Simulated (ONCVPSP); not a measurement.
# Logarithmic derivatives: nickel, ONCV

- Element: nickel (Ni)
- Generator: ONCVPSP 4.0.1
- Type: optimised norm-conserving Vanderbilt (ONCV)
- Functional: PBE
- Relativity: scalar-relativistic
- Frozen core: [Ne]
- Valence charge: 18
- Reference configuration: 3s2 3p6 3d7 (charge +3)
- Partial waves: 3s: rc 0.70 bohr, ncon 4, nbas 7, qcut 11.2 1/bohr, 2 projectors, debl 3 Ha; 3p: rc 0.70 bohr, ncon 5, nbas 10, qcut 13.6 1/bohr, 3 projectors, debl 3.8 Ha; 3d: rc 1.10 bohr, ncon 3, nbas 7, qcut 12.5 1/bohr, 2 projectors, debl 2.4 Ha
- Local potential: polynomial inside 0.50 bohr (lpopt 5, dvloc0 0 Ha)
- Core correction: none

In the s channel the program set the typed energies aside and used -5.534, 0.250 Ha. In the p channel the program set the typed energies aside and used -4.068, 0.250, 4.050 Ha.

The phase is arctan(r·R′/R) of the radial function R(r), unwrapped; energies in Ha, scanned from -7 to 5 Ha. A pole is an energy at which the radial function vanishes at the test radius. The pseudo phase is shifted by a multiple of π to meet the all-electron one at the reference energy, and phase errors are pseudo minus all-electron; the curves can meet again beyond the range given. Levels narrower than the energy grid can be missing from the lists of poles.

Task: For each channel, where are the poles, and over which energies does the pseudopotential scatter like the atom?

Result:

```json
{"channel": "s", "radius (bohr)": "0.71", "reference energy (Ha)": "-5.53", "poles, all-electron": "none", "poles, pseudo": "none", "unbroken range about the reference energy with phases within 0.05 rad": "the whole range", "phase error 1 Ha above the reference energy (rad)": "-0.000"}
{"channel": "p", "radius (bohr)": "0.71", "reference energy (Ha)": "-4.07", "poles, all-electron": "none", "poles, pseudo": "none", "unbroken range about the reference energy with phases within 0.05 rad": "the whole range", "phase error 1 Ha above the reference energy (rad)": "+0.000"}
{"channel": "d", "radius (bohr)": "1.12", "reference energy (Ha)": "-1.73", "poles, all-electron": "-0.20", "poles, pseudo": "-0.20", "unbroken range about the reference energy with phases within 0.05 rad": "the whole range", "phase error 1 Ha above the reference energy (rad)": "-0.000"}
```

Note: ghosts flagged at negative energy: p at -602.6 eV; GHOST(+) flagged for s at 375.0 eV. A true bound ghost makes a file unfit for plane-wave use.

Phases in the p channel:

```json
{"E (Ha)": "-6.96", "all-electron": "-0.245", "pseudo": "-0.245"}
{"E (Ha)": "-6.64", "all-electron": "-0.342", "pseudo": "-0.342"}
{"E (Ha)": "-6.32", "all-electron": "-0.436", "pseudo": "-0.436"}
{"E (Ha)": "-6.00", "all-electron": "-0.525", "pseudo": "-0.525"}
{"E (Ha)": "-5.68", "all-electron": "-0.609", "pseudo": "-0.609"}
{"E (Ha)": "-5.36", "all-electron": "-0.686", "pseudo": "-0.686"}
{"E (Ha)": "-5.04", "all-electron": "-0.758", "pseudo": "-0.758"}
{"E (Ha)": "-4.72", "all-electron": "-0.823", "pseudo": "-0.823"}
{"E (Ha)": "-4.40", "all-electron": "-0.882", "pseudo": "-0.882"}
{"E (Ha)": "-4.08", "all-electron": "-0.937", "pseudo": "-0.937"}
{"E (Ha)": "-3.76", "all-electron": "-0.986", "pseudo": "-0.986"}
{"E (Ha)": "-3.44", "all-electron": "-1.031", "pseudo": "-1.031"}
{"E (Ha)": "-3.12", "all-electron": "-1.071", "pseudo": "-1.071"}
{"E (Ha)": "-2.80", "all-electron": "-1.109", "pseudo": "-1.109"}
{"E (Ha)": "-2.48", "all-electron": "-1.143", "pseudo": "-1.143"}
{"E (Ha)": "-2.16", "all-electron": "-1.174", "pseudo": "-1.174"}
{"E (Ha)": "-1.84", "all-electron": "-1.202", "pseudo": "-1.202"}
{"E (Ha)": "-1.52", "all-electron": "-1.229", "pseudo": "-1.229"}
{"E (Ha)": "-1.20", "all-electron": "-1.253", "pseudo": "-1.253"}
{"E (Ha)": "-0.88", "all-electron": "-1.276", "pseudo": "-1.276"}
{"E (Ha)": "-0.56", "all-electron": "-1.297", "pseudo": "-1.297"}
{"E (Ha)": "-0.24", "all-electron": "-1.316", "pseudo": "-1.316"}
{"E (Ha)": "0.08", "all-electron": "-1.335", "pseudo": "-1.335"}
{"E (Ha)": "0.40", "all-electron": "-1.352", "pseudo": "-1.352"}
{"E (Ha)": "0.72", "all-electron": "-1.368", "pseudo": "-1.368"}
{"E (Ha)": "1.04", "all-electron": "-1.383", "pseudo": "-1.383"}
{"E (Ha)": "1.36", "all-electron": "-1.397", "pseudo": "-1.397"}
{"E (Ha)": "1.68", "all-electron": "-1.411", "pseudo": "-1.411"}
{"E (Ha)": "2.00", "all-electron": "-1.423", "pseudo": "-1.423"}
{"E (Ha)": "2.32", "all-electron": "-1.436", "pseudo": "-1.435"}
{"E (Ha)": "2.64", "all-electron": "-1.447", "pseudo": "-1.447"}
{"E (Ha)": "2.96", "all-electron": "-1.458", "pseudo": "-1.458"}
{"E (Ha)": "3.28", "all-electron": "-1.469", "pseudo": "-1.469"}
{"E (Ha)": "3.60", "all-electron": "-1.479", "pseudo": "-1.479"}
{"E (Ha)": "3.92", "all-electron": "-1.489", "pseudo": "-1.489"}
{"E (Ha)": "4.24", "all-electron": "-1.498", "pseudo": "-1.498"}
{"E (Ha)": "4.56", "all-electron": "-1.507", "pseudo": "-1.507"}
{"E (Ha)": "4.88", "all-electron": "-1.516", "pseudo": "-1.516"}
```
